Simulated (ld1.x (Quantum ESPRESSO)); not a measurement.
hafnium: one change to a TM potential, before and after

```json
{
  "Element": "hafnium (Hf)",
  "Generator": "ld1.x (Quantum ESPRESSO) 7.5",
  "Type": "norm-conserving Troullier–Martins (Kleinman–Bylander form)",
  "Functional": "LDA (PZ)",
  "Relativity": "fully relativistic",
  "Frozen core": "[Xe] 4f14",
  "Valence charge": "4",
  "Reference configuration": "5d2 6s2 6p0",
  "Partial waves": "6p (bound, empty): rc 3.75 bohr; 5d (bound): rc 1.70 bohr; 6s (bound): rc 2.25 bohr",
  "Local potential": "the s channel",
  "Core correction": "Bessel-smoothed model core inside 1.60 bohr"
}
```

Open shells are filled in proportion to 2j + 1 (rel_dist='average').

Change: all radii but the core radius scaled by about 0.84 (s 1.88, p 3.14, d 1.42 bohr).

Cutoffs: the cutoffs (Ry, on a coarse ladder) from which the occupation-weighted sum of valence levels, in a spherical-Bessel basis at the reference potential, stays within 10 and 1 mRy of its value at 400 Ry; they do not see the model core or the augmentation charge, which bear on the density cutoff. Errors are all-electron minus pseudo energies relative to the spin-unpolarised reference configuration.

Problem. Predict the effect on cutoff, ghosts and configuration errors.

Solution. The potential gets harder (25 Ry and 35 Ry → 55 Ry and 90 Ry); a bound ghost appears in p, s, which as a rule spoils a file; of the 7 tests that both files solve, the error grows in 4 and shrinks in 3 by more than 15 % and 0.3 meV (median size 32.6 → 39.3 meV). A smaller radius makes the pseudo-wave follow the all-electron one further in, where it bends more sharply, so more plane waves are needed.

| quantity | base | changed |
| --- | --- | --- |
| cutoff, loose | 25 Ry | 55 Ry |
| cutoff, tight | 35 Ry | 90 Ry |
| loose cutoff by channel (10 mRy a level) | d 21 Ry, s 10 Ry | d 21 Ry, s 21 Ry |
| bound ghosts | none | p1/2, s (extra level of the local part) |
| error for 5d2 6s1 6p0, meV [ΔE 8.20 eV] | -3.2 | +8.5 |
| error for 5d2 6s0 6p0, meV [ΔE 22.70 eV] | -34 | -65 |
| error for 5d1 6s0 6p0, meV [ΔE 44.79 eV] | -304 | -394 |
| error for 5d1 6s2 6p0, meV [ΔE 6.73 eV] | -46 | +39 |
| error for 5d3 6s1 6p0, meV [ΔE 2.58 eV] | -33 | -26 |
| error for 5d2 6s0 6p1, meV [ΔE 12.95 eV] | -14 | -55 |
| error for 5d2.5 6s1.5 6p0, meV [ΔE 1.25 eV] | -8.8 | -6.6 |

Changed file: These tests converged, but a pseudo level misses the all-electron one widely, so the file describes the atom poorly there or has found another state: 5d1 6s0 6p0: empty 6s by 5.7 eV. A true bound ghost makes a file unfit for plane-wave use even where its test errors are small: the radial tests pick states by their node count and pass the ghost by.
